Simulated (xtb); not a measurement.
xtb input (GFN2-xTB):

```bash
xtb mol.xyz --gfn 2 --sp --chrg -1 --uhf 0
```
mol.xyz:
```
3

La     0.11213516    -0.10382619     0.13943603
O      1.06146195     0.53346700    -1.54983025
O     -1.86042500     0.20629463     0.55634853
```

Output:

```
           -------------------------------------------------
          |                Calculation Setup                |
           -------------------------------------------------

           -------------------------------------------------
          |                 G F N 2 - x T B                 |
           -------------------------------------------------

        Reference                      10.1021/acs.jctc.8b01176
      * Hamiltonian:
        H0-scaling (s, p, d)           1.850000    2.230000    2.230000
        zeta-weighting                 0.500000
      * Dispersion:
        s8                             2.700000
        a1                             0.520000
        a2                             5.000000
        s9                             5.000000
      * Repulsion:
        kExp                           1.500000    1.000000
        rExp                           1.000000
      * Coulomb:
        alpha                          2.000000
        third order                    shell-resolved
        anisotropic                    true
        a3                             3.000000
        a5                             4.000000
        cn-shift                       1.200000
        cn-exp                         4.000000
        max-rad                        5.000000

          ...................................................
          :                      SETUP                      :
          :.................................................:
          :  # basis functions                  18          :
          :  # atomic orbitals                  17          :
          :  # shells                            7          :
          :  # electrons                        16          :
          :  max. iterations                   250          :
          :  Hamiltonian                  GFN2-xTB          :
          :  restarted?                      false          :
          :  GBSA solvation                  false          :
          :  PC potential                    false          :
          :  electronic temp.          300.0000000     K    :
          :  accuracy                    1.0000000          :
          :  -> integral cutoff          0.2500000E+02      :
          :  -> integral neglect         0.1000000E-07      :
          :  -> SCF convergence          0.1000000E-05 Eh   :
          :  -> wf. convergence          0.1000000E-03 e    :
          :  Broyden damping             0.4000000          :
          :  net charge                         -1          :
          :  unpaired electrons                  0          :
          ...................................................

 iter      E             dE          RMSdq      gap      omega  full diag
   1      2.0315497  0.203155E+01  0.770E+01    2.63       0.0  T
   2     -7.7020730 -0.973362E+01  0.402E+01   20.44       1.0  T
   3     -8.0643003 -0.362227E+00  0.273E+01   10.89       1.0  T
   4     -8.0621114  0.218895E-02  0.273E+01   10.93       1.0  T
   5     -8.0547694  0.734194E-02  0.414E+01   12.21       1.0  T
   6      4.8710460  0.129258E+02  0.864E+01    2.58       1.0  T
   7      4.8133616 -0.576844E-01  0.860E+01    2.63       1.0  T
   8     -9.3315831 -0.141449E+02  0.107E+01    1.48       1.0  T
   9      0.7591472  0.100907E+02  0.651E+01    2.47       1.0  T
  10     -8.7821056 -0.954125E+01  0.194E+01    4.10       1.0  T
  11     -9.2709341 -0.488828E+00  0.121E+01    1.77       1.0  T
  12     -9.2692287  0.170543E-02  0.122E+01    1.77       1.0  T
  13     -9.2846362 -0.154075E-01  0.119E+01    1.70       1.0  T
  14     -9.1588784  0.125758E+00  0.131E+01    2.29       1.0  T
  15     -9.3352174 -0.176339E+00  0.976E+00    1.49       1.0  T
  16     -9.2874004  0.478170E-01  0.104E+01    1.72       1.0  T
  17     -9.3296754 -0.422750E-01  0.981E+00    1.51       1.0  T
  18     -9.3312441 -0.156871E-02  0.980E+00    1.51       1.0  T
  19     -9.3539508 -0.227067E-01  0.837E+00    1.41       1.0  T
  20     -9.3328183  0.211325E-01  0.838E+00    1.53       1.0  T
  21     -9.3293312  0.348713E-02  0.795E+00    1.56       1.0  T
  22     -9.3716462 -0.423151E-01  0.654E+00    1.35       1.0  T
  23     -9.4230220 -0.513758E-01  0.445E+00    1.04       1.0  T
  24     -9.4376327 -0.146107E-01  0.297E+00    0.93       1.0  T
  25     -9.4465765 -0.894377E-02  0.163E+00    0.82       1.0  T
  26     -9.4492556 -0.267912E-02  0.835E-01    0.76       1.0  T
  27     -9.4499336 -0.677961E-03  0.337E-01    0.72       1.0  T
  28     -9.4499422 -0.857547E-05  0.110E-01    0.71       1.0  T
  29     -9.4499488 -0.662136E-05  0.474E-02    0.71       1.2  T
  30     -9.4499517 -0.296204E-05  0.397E-02    0.71       1.5  T
  31     -9.4499485  0.322435E-05  0.461E-02    0.72       1.3  T
  32     -9.4499476  0.957299E-06  0.460E-02    0.71       1.3  T
  33     -9.4499521 -0.456338E-05  0.161E-02    0.71       3.6  T
  34     -9.4499522 -0.684633E-07  0.883E-03    0.71       6.5  T
  35     -9.4499524 -0.235178E-06  0.413E-03    0.72      14.0  T
  36     -9.4499524 -0.272836E-07  0.560E-04    0.72     103.2  T
  37     -9.4499524  0.109404E-08  0.647E-04    0.72      89.2  T

   *** convergence criteria satisfied after 37 iterations ***

         #    Occupation            Energy/Eh            Energy/eV
      -------------------------------------------------------------
         1        2.0000           -0.4357529             -11.8574
         2        2.0000           -0.4201743             -11.4335
         3        2.0000           -0.2261135              -6.1529
         4        2.0000           -0.1833316              -4.9887
         5        2.0000           -0.1778074              -4.8384
         6        2.0000           -0.1766412              -4.8067
         7        2.0000           -0.1686162              -4.5883
         8        2.0000           -0.1655488              -4.5048 (HOMO)
         9        0.0000           -0.1392429              -3.7890 (LUMO)
        10                         -0.1232687              -3.3543
        11                         -0.1228207              -3.3421
        12                         -0.1173879              -3.1943
        13                         -0.0935873              -2.5466
       ...                                ...                  ...
        17                          0.5079263              13.8214
      -------------------------------------------------------------
                  HL-Gap            0.0263059 Eh            0.7158 eV
             Fermi-level           -0.1523774 Eh           -4.1464 eV

 SCC (total)                   0 d,  0 h,  0 min,  0.006 sec
 SCC setup                      ...        0 min,  0.000 sec (  2.569%)
 Dispersion                     ...        0 min,  0.000 sec (  0.659%)
 classical contributions        ...        0 min,  0.000 sec (  0.443%)
 integral evaluation            ...        0 min,  0.001 sec ( 10.313%)
 iterations                     ...        0 min,  0.005 sec ( 71.585%)
 molecular gradient             ...        0 min,  0.001 sec ( 11.785%)
 printout                       ...        0 min,  0.000 sec (  2.226%)

         :::::::::::::::::::::::::::::::::::::::::::::::::::::
         ::                     SUMMARY                     ::
         :::::::::::::::::::::::::::::::::::::::::::::::::::::
         :: total energy              -9.439239866197 Eh    ::
         :: gradient norm              0.016947973557 Eh/a0 ::
         :: HOMO-LUMO gap              0.715819631145 eV    ::
         ::.................................................::
         :: SCC energy                -9.449952455616 Eh    ::
         :: -> isotropic ES            0.222720680773 Eh    ::
         :: -> anisotropic ES          0.021398116353 Eh    ::
         :: -> anisotropic XC         -0.016072003564 Eh    ::
         :: -> dispersion             -0.001819135131 Eh    ::
         :: repulsion energy           0.010712589419 Eh    ::
         :: add. restraining           0.000000000000 Eh    ::
         :: total charge              -0.999999999990 e     ::
         :::::::::::::::::::::::::::::::::::::::::::::::::::::

           -------------------------------------------------
          |                Property Printout                |
           -------------------------------------------------

    * Orbital Energies and Occupations

         #    Occupation            Energy/Eh            Energy/eV
      -------------------------------------------------------------
         1        2.0000           -0.4357529             -11.8574
         2        2.0000           -0.4201743             -11.4335
         3        2.0000           -0.2261135              -6.1529
         4        2.0000           -0.1833316              -4.9887
         5        2.0000           -0.1778074              -4.8384
         6        2.0000           -0.1766412              -4.8067
         7        2.0000           -0.1686162              -4.5883
         8        2.0000           -0.1655488              -4.5048 (HOMO)
         9        0.0000           -0.1392429              -3.7890 (LUMO)
        10                         -0.1232687              -3.3543
        11                         -0.1228207              -3.3421
        12                         -0.1173879              -3.1943
        13                         -0.0935873              -2.5466
        14                         -0.0149449              -0.4067
        15                          0.2413630               6.5678
        16                          0.3430478               9.3348
        17                          0.5079263              13.8214
      -------------------------------------------------------------
                  HL-Gap            0.0263059 Eh            0.7158 eV
             Fermi-level           -0.1523774 Eh           -4.1464 eV

     #   Z          covCN         q      C6AA      α(0)
     1  57 La       1.351     0.234  1914.756   166.580
     2   8 O        0.676    -0.617    26.643     6.915
     3   8 O        0.676    -0.617    26.643     6.915

 Mol. C6AA /au·bohr⁶  :       2729.381305
 Mol. C8AA /au·bohr⁸  :     556030.025798
 Mol. α(0) /au        :        180.410247

Wiberg/Mayer (AO) data.
largest (>0.10) Wiberg bond orders for each atom

 ---------------------------------------------------------------------------
     #   Z sym  total        # sym  WBO       # sym  WBO       # sym  WBO
 ---------------------------------------------------------------------------
     1  57 La   3.680 --     2 O    1.840     3 O    1.840
     2   8 O    2.018 --     1 La   1.840     3 O    0.178
     3   8 O    2.018 --     1 La   1.840     2 O    0.178
 ---------------------------------------------------------------------------

Topologies differ in total number of bonds
Writing topology from bond orders to xtbtopo.mol

molecular dipole:
                 x           y           z       tot (Debye)
 q only:        0.981      -0.909       1.220
   full:        1.484      -1.374       1.845       6.956
molecular quadrupole (traceless):
                xx          xy          yy          xz          yz          zz
 q only:       -6.764      -0.618       7.317       8.879       2.335      -0.553
  q+dip:       -7.252      -0.799       7.782       9.679       2.325      -0.530
   full:       -9.886      -0.596      10.836      12.619       3.815      -0.950

           -------------------------------------------------
          | TOTAL ENERGY               -9.439239866197 Eh   |
          | GRADIENT NORM               0.016947973557 Eh/α |
          | HOMO-LUMO GAP               0.715819631145 eV   |
           -------------------------------------------------

------------------------------------------------------------------------
------------------------------------------------------------------------
Note: The following floating-point exceptions are signalling: IEEE_DENORMAL
normal termination of xtb
 total:
 SCF:
```

This state (charge -1, singlet) is run at the relaxed geometry of the species with charge 0 and multiplicity 2.
